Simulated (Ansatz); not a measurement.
Mulliken charges of CH4O3Si, SMILES `O=C[SiH](O)O` from PBE/def2-TZVPP in Ansatz (PBE0-D4/def2-TZVP geometry).

| atom | x (Å) | y (Å) | z (Å) | charge (e) |
| --- | --- | --- | --- | --- |
| O1 | -0.838 | 1.822 | 0.558 | -0.235 |
| C2 | -0.526 | 0.743 | 1.012 | 0.034 |
| Si3 | -0.046 | -0.655 | -0.227 | 0.534 |
| O4 | 1.477 | -1.187 | 0.035 | -0.344 |
| O5 | -0.239 | 0.084 | -1.669 | -0.350 |
| H6 | -0.515 | 0.608 | 2.118 | 0.053 |
| H7 | -0.899 | -1.851 | -0.073 | -0.089 |
| H8 | 2.206 | -0.609 | -0.197 | 0.196 |
| H9 | -0.530 | 0.999 | -1.574 | 0.202 |

By hand: the dipole of these point charges (1 e Å = 4.8032 D).

Σ q r = (0.108, -0.094, 0.116) e Å, of length 0.184 e Å = 0.88 D.

How does the dipole of the full density compare? (Best estimate.)

Ansatz gave: (0.188, 0.027, 0.169) e Å, 1.22 D; the point charges give 0.72 times that, at 37° from its direction.

Point charges leave out the atoms' own dipoles, such as those of lone pairs, and Mulliken's split depends on the basis, so the two needn't agree.
